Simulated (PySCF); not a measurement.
Isomers of C7H9Cl3O, mass 213.972 u with the commonest isotopes. Method: PBE0-D3(BJ)/def2-SVP geometry optimisation, gas phase (PySCF). One conformer each, none proved a minimum here; rigid rotors.

Question: Order these by radius of gyration √(Σ m r²/M), smallest first.
A. `[CH2:1]=[CH:2][CH2:3]/[C:4](=[CH:5]/[C:6]([Cl:7])([Cl:8])[Cl:9])[O:10][CH3:11]` with C1–C2–C3–C4 -131°, C2–C3–C4–C5 -114°, C3–C4–O10–C11 33°
B. `[Cl:1][C:2]([Cl:3])([Cl:4])[C@@H:5]1[CH2:6][CH2:7][C@@H:8]2[O:9][C@@H:10]2[CH2:11]1` with C2–C5–C6–C7 168°, C5–C6–C7–C8 53°, C6–C7–C8–O9 46°, C7–C8–O9–C10 -111°
C. `[CH2:1]=[CH:2][C:3](=[O:4])[CH2:5][C@@H:6]([CH3:7])[C:8]([Cl:9])([Cl:10])[Cl:11]` with C1–C2–C3–O4 -2°, C2–C3–C5–C6 -175°, C3–C5–C6–C7 74°
D. `ClC(Cl)(Cl)[C@@H]1C[C@H]2CC[C@@H]1O2`
E. `[CH2:1]=[C:2]([CH2:3]/[CH:4]=[CH:5]\[C:6]([Cl:7])([Cl:8])[Cl:9])[O:10][CH3:11]` with C1–C2–C3–C4 111°, C2–C3–C4–C5 -127°, C1–C2–O10–C11 -2°
F. `[CH2:1]=[CH:2][CH2:3]/[C:4](=[CH:5]\[C:6]([Cl:7])([Cl:8])[Cl:9])[O:10][CH3:11]` with C1–C2–C3–C4 126°, C2–C3–C4–C5 -115°, C3–C4–O10–C11 -178°
G. `[CH3:1][CH2:2]/[C:3](=[CH:4]/[C:5]([CH3:6])=[O:7])[C:8]([Cl:9])([Cl:10])[Cl:11]` with C1–C2–C3–C4 111°, C3–C4–C5–C6 -118°

Answer: D (2.326 Å), G (2.351 Å), B (2.452 Å), F (2.525 Å), A (2.658 Å), C (2.704 Å), E (2.813 Å).

Question: Order these by rotational constant C, largest first.
A. `[CH2:1]=[C:2]([CH2:3]/[CH:4]=[CH:5]\[C:6]([Cl:7])([Cl:8])[Cl:9])[O:10][CH3:11]` with C1–C2–C3–C4 111°, C2–C3–C4–C5 -127°, C1–C2–O10–C11 -2°
B. `[CH2:1]=[CH:2][CH2:3]/[C:4](=[CH:5]\[C:6]([Cl:7])([Cl:8])[Cl:9])[O:10][CH3:11]` with C1–C2–C3–C4 126°, C2–C3–C4–C5 -115°, C3–C4–O10–C11 -178°
C. `[CH2:1]=[CH:2][CH2:3]/[C:4](=[CH:5]/[C:6]([Cl:7])([Cl:8])[Cl:9])[O:10][CH3:11]` with C1–C2–C3–C4 -131°, C2–C3–C4–C5 -114°, C3–C4–O10–C11 33°
D. `[CH3:1][CH2:2]/[C:3](=[CH:4]/[C:5]([CH3:6])=[O:7])[C:8]([Cl:9])([Cl:10])[Cl:11]` with C1–C2–C3–C4 111°, C3–C4–C5–C6 -118°
E. `[CH2:1]=[CH:2][C:3](=[O:4])[CH2:5][C@@H:6]([CH3:7])[C:8]([Cl:9])([Cl:10])[Cl:11]` with C1–C2–C3–O4 -2°, C2–C3–C5–C6 -175°, C3–C5–C6–C7 74°
F. `[Cl:1][C:2]([Cl:3])([Cl:4])[C@@H:5]1[CH2:6][CH2:7][C@@H:8]2[O:9][C@@H:10]2[CH2:11]1` with C2–C5–C6–C7 168°, C5–C6–C7–C8 53°, C6–C7–C8–O9 46°, C7–C8–O9–C10 -111°

Answer: D (513.2 MHz), F (451.3 MHz), B (423.2 MHz), C (374.8 MHz), E (364.6 MHz), A (328.6 MHz).

Question: Order these by dipole moment, largest first.
A. `[Cl:1][C:2]([Cl:3])([Cl:4])[C@@H:5]1[CH2:6][CH2:7][C@@H:8]2[O:9][C@@H:10]2[CH2:11]1` with C2–C5–C6–C7 168°, C5–C6–C7–C8 53°, C6–C7–C8–O9 46°, C7–C8–O9–C10 -111°
B. `[CH2:1]=[CH:2][CH2:3]/[C:4](=[CH:5]\[C:6]([Cl:7])([Cl:8])[Cl:9])[O:10][CH3:11]` with C1–C2–C3–C4 126°, C2–C3–C4–C5 -115°, C3–C4–O10–C11 -178°
C. `[CH3:1][CH2:2]/[C:3](=[CH:4]/[C:5]([CH3:6])=[O:7])[C:8]([Cl:9])([Cl:10])[Cl:11]` with C1–C2–C3–C4 111°, C3–C4–C5–C6 -118°
D. `ClC(Cl)(Cl)[C@@H]1C[C@H]2CC[C@@H]1O2`
E. `[CH2:1]=[CH:2][CH2:3]/[C:4](=[CH:5]/[C:6]([Cl:7])([Cl:8])[Cl:9])[O:10][CH3:11]` with C1–C2–C3–C4 -131°, C2–C3–C4–C5 -114°, C3–C4–O10–C11 33°
F. `[CH2:1]=[C:2]([CH2:3]/[CH:4]=[CH:5]\[C:6]([Cl:7])([Cl:8])[Cl:9])[O:10][CH3:11]` with C1–C2–C3–C4 111°, C2–C3–C4–C5 -127°, C1–C2–O10–C11 -2°

Answer: E (4.41 D), C (3.46 D), B (2.98 D), F (2.79 D), D (2.67 D), A (2.24 D).

```tsv
SMILES	point group	Ia (u·Å²)	Ib (u·Å²)	Ic (u·Å²)	κ	μa (D)	μb (D)	μc (D)
C=CC/C(=C/C(Cl)(Cl)Cl)OC	C1	418.50	1255.48	1348.36	-0.93	4.25	0.21	1.14
C=CC/C(=C\C(Cl)(Cl)Cl)OC	C1	587.47	946.70	1194.15	-0.49	2.03	2.16	0.32
CC/C(=C/C(C)=O)C(Cl)(Cl)Cl	C1	526.40	855.04	984.71	-0.65	0.01	2.10	2.74
ClC(Cl)(Cl)[C@@H]1C[C@H]2CC[C@@H]1O2	C1	416.68	928.67	969.61	-0.93	1.95	0.10	1.81
C=C(C/C=C\C(Cl)(Cl)Cl)OC	C1	347.54	1500.52	1538.11	-0.99	2.60	0.47	0.91
C=CC(=O)C[C@@H](C)C(Cl)(Cl)Cl	C1	404.59	1338.64	1386.23	-0.97	1.98	1.09	1.45
ClC(Cl)(Cl)[C@@H]1CC[C@@H]2O[C@@H]2C1	C1	419.31	1034.41	1119.80	-0.90	1.08	0.48	1.91
```
